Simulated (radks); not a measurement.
Q: Radial electron density D(r) = 4 pi r^2 rho(r) of an atom or ion with 31 electrons. Method: Dirac Kohn-Sham, PBE, spin-unpolarised, spherical densities, point nucleus; computed with a radial shooting solver on a logarithmic mesh with Libxc functionals.

r (bohr),D(r) (e/bohr)
0.00303,3.576
0.003946,5.571
0.005097,8.404
0.006637,12.52
0.008573,17.85
0.01116,24.68
0.01442,32.07
0.01878,39.22
0.02426,43.93
0.03158,44.80
0.0408,41.76
0.05312,37.70
0.06862,37.81
0.08936,44.51
0.1154,52.27
0.1503,51.53
0.1942,40.43
0.2528,30.44
0.3266,32.14
0.4218,36.98
0.5493,31.40
0.7096,18.20
0.9239,8.047
1.193,4.296
1.554,2.562
2.007,1.043
2.614,0.2075
3.377,0.01849
4.397,0.0005076

What is the nuclear charge?

A: Z = 36. The innermost maximum, from 1s, lies near gamma/Z bohr with gamma = sqrt(1 - (Z/c)^2) = 0.965, here 0.0268 bohr (found: 0.0292), and its height grows with Z. The density is that of the krypton ion Kr5+ in [Ar] 3d10 4s2 4p1; the configuration itself is not fixed sharply by these data, and Z only to about a unit. D(r) has 3 maxima, at r = 0.0292, 0.130, 0.432 bohr, and minima at 0.0604, 0.274 bohr, inside which lie 2.08, 11.03 electrons.
